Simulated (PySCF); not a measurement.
# MBe for M along the fourth-period p block

r²SCAN with double-zeta basis sets in PySCF, for the lowest determinant that a PBE0 search found; no spin–orbit coupling. De refers to high-spin ground-configuration atoms. A positive dipole means M(−)Be(+).

| M | basis | state (unpaired electrons) | Re (Å) | ωe (cm⁻¹) | De (eV) | μ (D) |
| --- | --- | --- | --- | --- | --- | --- |
| Ga | 6-31G(d,p) | doublet (π ↑) | 2.379 | 374 | 0.91 | 0.58 |
| Ge | aug-cc-pVDZ/aug-cc-pVDZ-PP | triplet (π ↑↑) | 2.164 | 522 | 1.72 | 1.47 |
| As | aug-cc-pVDZ/aug-cc-pVDZ-PP | quartet (σ ↑, π ↑↑) | 2.183 | 524 | 1.56 | 0.12 |
| Se | def2-SVP | singlet (closed shell) | 1.882 | 856 | 3.19 | 4.76 |
| Br | def2-SVP | doublet (σ ↑) | 1.993 | 684 | 3.83 | 0.75 |

(1) By what factor does the bond length vary along the series?

The rows differ in basis set, which adds steps of its own.

The state changes along the series, so neighbouring rows are not always alike in their bonding.

Spin–orbit coupling is left out. States were picked by a PBE0 search and need not be the measured ground states.

## Answers

(1) At r²SCAN it runs from 1.882 Å (BeSe) to 2.379 Å (BeGa), a factor of 1.26.
